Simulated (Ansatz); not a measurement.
Abridged output of a molecular run in Ansatz:

```
Functional definition: HF
1372 factors; integrals over basis functions are off by at most 8.7e-4 eV
mean field evaluation 1: about -20192.5982 eV, gradient 3.5e1 eV
mean field evaluation 2: about -20192.9102 eV, gradient 3.5e1 eV
mean field evaluation 4: about -20196.4173 eV, gradient 5.8e0 eV
mean field evaluation 8: about -20196.5333 eV, gradient 4.3e-1 eV
mean field evaluation 32: about -20188.8336 eV, gradient 1.0e0 eV
mean field -20196.53453666 eV, -742.2089545194 hartree, gradient 2.9e-6 eV, S^2 0.000000; 0 other end points of the search recorded, 0 dependent functions left out
13 core orbitals not correlated: weight in the atoms' cores, before any rotation towards them, 1.000 or more for the frozen orbitals, at most 0.000 for the correlated occupied ones
reference -20196.53453666 eV, -742.2089545194 hartree; 12, 12 occupied and 208, 208 virtual orbitals, 1372 factors
second order -18.43022042 eV of doubles, -0.00000000 eV of singles
cycle   1  -18.74564426 eV  change   -3.2e-1 eV  update   1.1e-1
cycle   2  -19.27220446 eV  change   -5.3e-1 eV  update   3.4e-2
cycle   3  -19.39242900 eV  change   -1.2e-1 eV  update   1.7e-2
cycle   4  -19.38561972 eV  change    6.8e-3 eV  update   4.8e-3
cycle   5  -19.38607086 eV  change   -4.5e-4 eV  update   2.4e-3
cycle   6  -19.38603091 eV  change    4.0e-5 eV  update   6.6e-4
cycle   7  -19.38581453 eV  change    2.2e-4 eV  update   2.7e-4
cycle   8  -19.38586121 eV  change   -4.7e-5 eV  update   1.1e-4
cycle   9  -19.38586452 eV  change   -3.3e-6 eV  update   4.7e-5
cycle  10  -19.38583399 eV  change    3.1e-5 eV  update   1.8e-5
cycle  11  -19.38584160 eV  change   -7.6e-6 eV  update   8.4e-6
perturbative correction -1.05207462 eV, -0.0386630290 hartree
Total energy: -20216.97245287 eV, -742.9600340870 hartree
```

Its atoms:

```xyz
9

C     0.1158    1.4097   -0.9641
Al    0.0375   -0.3850   -0.2605
B    -0.2354   -1.2041    1.8435
C    -0.0840   -2.0057    0.7748
S     0.1422   -2.4817   -0.8997
H    -0.0153    2.1549   -0.1787
H    -0.6649    1.5487   -1.7158
H     1.0806    1.5758   -1.4494
H    -0.3766   -0.6124    2.8499
```

Which basis set was used?
A. cc-pV(D+d)Z
B. def2-TZVPP
C. cc-pV(Q+d)Z
D. def2-QZVPP

B. It gives 233 functions.

Write the keys of the input that set method, charge and spin (a neutral closed shell needs none for the last two).


```yaml
correlation: {method: ccsd_t}
```
